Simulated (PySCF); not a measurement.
These 2 structures share the formula C6H11NSi. Theory: PBE0-D3(BJ)/def2-SVP geometry optimisation, gas phase in PySCF 2.14.0. One conformer each; no zero-point energy, no entropy. No frequencies were run at this level. Point groups hold within 0.08 Å.

Question: Order them by energy at this level, lowest first, and give relative energies in kcal/mol.
A. `[N:1]#[C:2][C@H:3]1[CH2:4][CH2:5][CH2:6][CH2:7][SiH2:8]1` with C2–C3–C4–C5 63°, C3–C4–C5–C6 65°, C4–C5–C6–C7 -63°, C5–C6–C7–Si8 56°
B. `CN(C)C1C=C[SiH2]C=1`

Answer: A (0.0), B (27.7).

As drawn, the lower has a C≡N group, which the higher lacks; the higher has a C=C bond outside aromatic rings, which the lower lacks.

| SMILES | E (Eh) | E rel (kcal/mol) | dipole (D) | point group | A, B, C (MHz) |
| --- | --- | --- | --- | --- | --- |
| N#C[C@H]1CCCC[SiH2]1 | -578.75165 | 0.0 | 3.85 | C1 | 2184, 1557, 1257 |
| CN(C)C1=C[SiH2]C=C1 | -578.70754 | 27.7 | 2.65 | C1 | 3694, 1142, 904.0 |
